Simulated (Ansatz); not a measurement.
# Four-centre ligand exchange

Start structure (SiH$_{4}$SF$_{2}$, closed shell), relaxed at PBE0-D4/def2-TZVP:

| atom | x (Å) | y (Å) | z (Å) |
| --- | --- | --- | --- |
| Si1 | -0.8343 | 0.5159 | -0.7918 |
| H2 | -1.1259 | -0.9224 | -0.9137 |
| F3 | -1.6461 | 1.2663 | -1.9357 |
| F4 | 0.7052 | 0.7743 | -1.0968 |
| H5 | -1.1944 | 1.1439 | 0.4906 |
| H6 | 1.6314 | -1.6338 | 0.7385 |
| S7 | 0.8571 | -1.1268 | 1.7102 |
| H8 | 1.6069 | -0.0174 | 1.7987 |

The step: SiH₂F₂ ([F][SiH2][F]) + H₂S → SiH₂SF₂ ([F][SiH]([F])[SH]) + H₂; bonds formed: Si1–S7, H2–H6; bonds broken: Si1–H2, H6–S7. Ansatz 0.2.0; basis: def2-TZVPP and def2-QZVPP; cores frozen in the correlated methods. Extrapolation: Hartree–Fock as exp(−7.88 √X), correlation as X^−2.97. Energies below are by CCSD(T) at an estimated basis limit (MP2 extrapolated from triple and quadruple zeta, plus CCSD(T) − MP2 in triple zeta).

**Question.** What are the electronic barrier and the energy of the step, from the start structure to the end structure? (To be estimated.)

**Answer.** By the calculation: Barrier 2.074 eV; step energy -0.373 eV (downhill); reverse barrier, their difference, 2.447 eV. Barrier and step energy count from the start structure, the reverse barrier from the end structure.

The saddle point: One imaginary mode of 996i cm⁻¹.
```
  pair  start (Å)  saddle (Å)  end (Å)
Si1–S7       3.44        2.40     2.10
 H2–H6       3.29        0.96     0.75
Si1–H2       1.47        1.69     3.52
 H6–S7       1.34        1.75     3.93
```

Zero-point energy (harmonic, PBE0-D4): ZPE is 1.080 eV at the start and 1.045 eV at the saddle, so the barrier goes from 2.074 to 2.039 eV.

T1 diagnostic: at most 0.013.

Labels in which every atom is bracketed show which atoms are joined, not bond orders.

For scale, one of the runs: CCSD(T)/def2-TZVPP, 202 basis functions, launched by `ansatz run in.yaml --threads 4 --pin off --events-out ev --progress --plain --max-ram 9574MiB`. Hardware: 4 CPU threads of an Arm Neoverse V1, shared host. Wall time 45 s; peak host memory 2.5 GiB.
